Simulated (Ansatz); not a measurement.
`[AlH2]/[N]=C\[SeH]` and `BC/N=C/[SeH]` differ in one atom or group (the configuration at the double bond changes too).

Ansatz, PBE0-D4/def2-TZVP geometries, multiplicity 1. Each molecule was computed in one conformer, which needn't be the lowest.

Scalar relativity is left out up to krypton.

```csv
property,`[AlH2]/[N]=C\[SeH]`
LUMO energy (PBE0/def2-TZVPP) / eV,-1.03
HOMO–LUMO gap (PBE/def2-TZVPP) / eV,3.90
LUMO energy (PBE/def2-TZVPP) / eV,-1.90
HOMO energy (ωB97M-V/def2-TZVPP) / eV,-9.11
size of the dipole moment (B3LYP/def2-TZVPP) / D,1.50
LUMO energy (B3LYP/def2-TZVPP) / eV,-1.23
```

(1) Give the same properties after the change, and the shifts. (An estimate is asked.)

## Answers

(1) Computed: 
| property | `BC/N=C/[SeH]` | shift |
| --- | --- | --- |
| LUMO energy (PBE0/def2-TZVPP) / eV | -1.49 | -0.46 |
| HOMO–LUMO gap (PBE/def2-TZVPP) / eV | 3.14 | -0.76 |
| LUMO energy (PBE/def2-TZVPP) / eV | -2.53 | -0.63 |
| HOMO energy (ωB97M-V/def2-TZVPP) / eV | -8.85 | 0.26 |
| size of the dipole moment (B3LYP/def2-TZVPP) / D | 2.18 | 0.68 |
| LUMO energy (B3LYP/def2-TZVPP) / eV | -1.73 | -0.50 |

With PBE0 the HOMO rises by 0.21 eV and the LUMO falls by 0.46 eV, so the gap narrows by about 0.67 eV. PBE moves the HOMO by 0.13 eV and ωB97M-V by 0.26 eV. Dipoles are sizes alone; their direction can turn.

B3LYP here is the variant with VWN-RPA as its local correlation; programs differ in this.

Spin–orbit coupling is left out; it splits and shifts lone-pair levels of the heavy atoms by tenths of an eV.
